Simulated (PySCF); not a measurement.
Isomers of C5H8ClN. Computed with TDDFT PBE0/def2-SVPD, vertical, gas phase, core orbitals frozen in the response in PySCF. Geometries: GFN2-xTB; one conformer of each isolated species. Triplets are in the Tamm–Dancoff approximation.

A. `CC(C)(C#N)CCl`
B. `NC[C@H]1CC=C1Cl`
C. `C[C@@H](CCl)CC#N`

Lowest singlet levels (six at most, fewer where fewer were computed) with oscillator strengths:

1. 5.71 eV (f 0.021); 6.40 eV (f 0.031); 6.60 eV (f 0.019); 6.66 eV (f 0.164); 6.83 eV (f 0.024); 7.03 eV (f 0.001); T1 4.11 eV
2. 7.42 eV (f 0.004); 7.54 eV (f 0.005); 7.86 eV (f 0.002); 7.99 eV (f 0.005); 8.09 eV (f 0.018); 8.23 eV (f 0.005); T1 6.47 eV
3. 7.22 eV (f 0.002); 7.30 eV (f 0.012); 7.68 eV (f 0.001); 8.14 eV (f 0.000); 8.16 eV (f 0.007); 8.16 eV (f 0.007); T1 6.37 eV

Question: Which spectrum belongs to which structure?

Answer: 1 = B, 2 = C, 3 = A.
- A: S1 at 7.22 eV, HOMO→LUMO (96%); Löwdin shares by element: HOMO (one of a set within 0.03 eV) chlorine 74%, carbon 12% or more; LUMO chlorine 39%, carbon 28% or more, nitrogen 15% (atoms not listed hold the other 17%); HOMO -8.94 and LUMO -0.17 eV; point group Cs, 1 of its 6 listed states under f = 0.0005.
- B: S1 at 5.71 eV, HOMO→LUMO (91%); Löwdin shares by element: HOMO nitrogen 47%, carbon 27% or more (atoms not listed hold the other 26%); LUMO carbon 62% or more, chlorine 12%, hydrogen 7% or more (atoms not listed hold the other 20%); HOMO -6.77 and LUMO -0.07 eV.
- C: S1 at 7.42 eV, HOMO→LUMO+1 (86%), HOMO→LUMO (9%); Löwdin shares by element: HOMO chlorine 74%, carbon 12% or more, hydrogen 5% or more; LUMO carbon 24% or more, chlorine 12%, hydrogen 10% or more (atoms not listed hold the other 54%); HOMO -8.75 and LUMO 0.28 eV.
